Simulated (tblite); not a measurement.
Species: C7H9O (doublet state).
Numbering: `[CH2:1][CH2:2][C:3]1=[CH:4][CH2:5][CH2:6][C:7]1=[O:8]` (hydrogens: H9, H10 on C1; H11, H12 on C2; H13 on C4; H14, H15 on C5; H16, H17 on C6)

Cartesian coordinates in Å at the GFN2-xTB level; atoms count from 1:
```
atom  x, y, z in Å
C1     2.470    0.552   -0.007
C2     1.786   -0.706   -0.362
C3     0.333   -0.410   -0.103
C4    -0.398   -0.691    0.984
C5    -1.788   -0.149    0.909
C6    -1.848    0.545   -0.454
C7    -0.463    0.379   -1.060
O8    -0.102    0.807   -2.129
H9     2.530    1.345   -0.728
H10    2.665    0.780    1.024
H11    2.113   -1.540    0.261
H12    1.920   -0.944   -1.418
H13   -0.060   -1.250    1.841
H14   -2.521   -0.955    0.995
H15   -1.975    0.545    1.733
H16   -2.083    1.606   -0.377
H17   -2.585    0.096   -1.119
```

Calculated harmonic vibrations of the isolated species, GFN2-xTB (tblite), most abundant isotopes, no scaling. Errors from tens to a few hundred cm⁻¹ against measured bands are possible. One conformer, not necessarily the lowest. Open shells enter through the occupations alone, without spin polarisation, and single modes of such species can be off by tens of per cent.

Harmonic wavenumbers (cm⁻¹): 64.4, 82.9, 116.9, 194.5, 230.8, 249.9, 363.0, 482.4, 561.7, 576.0, 614.1, 679.4, 781.9, 784.8, 808.2, 823.2, 966.8, 976.5, 1016.8, 1055.1, 1092.9, 1099.1, 1122.3, 1165.5, 1176.7, 1194.8, 1241.1, 1244.8, 1281.5, 1293.8, 1387.5, 1429.9, 1446.4, 1462.4, 1636.4, 1763.1, 2945.8, 2971.3, 2973.7, 2985.1, 2993.2, 3008.4, 3108.7, 3126.7, 3174.7.

A = 3241, B = 1902, C = 1347 MHz; mass 109.065 u (most abundant isotopes); point group C1, symmetry number 1; spin multiplicity 2.

Zero-point energy?

½Σν̃ = 29878 cm⁻¹ = 357.41 kJ/mol.

Entropy at 500 K, 1 bar (ideal gas, RRHO, classical rotation)?

Translation 178.12, rotation 123.81, vibration 165.38, spin (R ln 2) 5.76: S = 473.1 J/(mol K).

And Cp and H(500 K) − H(0)?

Cp = 209.30 J/(mol K), of which vibrations give 176.04 (their classical limit is 45 R = 374.2); H(500 K) − H(0) = 60.31 kJ/mol without the zero-point energy, 43.68 from vibrations.

Which modes carry the vibrational entropy at 500 K?

64.4 cm⁻¹: 22.34; 82.9 cm⁻¹: 20.25; 116.9 cm⁻¹: 17.41; 194.5 cm⁻¹: 13.25; 230.8 cm⁻¹: 11.87; 249.9 cm⁻¹: 11.23 J/(mol K); the other 39 give 69.03 together.

How do the functions run with temperature in this model?

```tsv
T (K)	S (J/(mol K))	Cp (J/(mol K))	H − H(0) (kJ/mol)	G − H(0) (kJ/mol)	ln q(vib)
100	280.5	68.3	4.96	-23.09	1.21
200	337.4	100.2	13.34	-54.13	3.21
300	385.0	138.1	25.22	-90.28	5.23
800	587.7	277.2	134.24	-335.89	15.61
1000	652.8	306.1	192.72	-460.06	19.55
```

q(vib) and H(0) count from the zero-point level.

Blend soft modes into free rotors: weight 1/[1 + (100 cm⁻¹/ν̃)⁴] for the oscillator and the rest for a rotor with moment μB/(μ + B), μ = h/(8π²ν), B = 10⁻⁴⁴ kg m². What vibrational entropy results?

154.69 J/(mol K) in place of 165.38, which changes −T·S at 500 K by +5.34 kJ/mol.

Hindered rotation and anharmonicity are outside this model. Other conformers, if any are populated, would add a mixing term that is left out. The structure is chiral; the term R ln 2 for an equal mix with its mirror image is left out.

The run took 0.52 s wall on one thread of an Arm Neoverse V1, shared host with 32 logical CPUs at a one-minute load of 13. This covers the Hessian and the dipole derivatives.
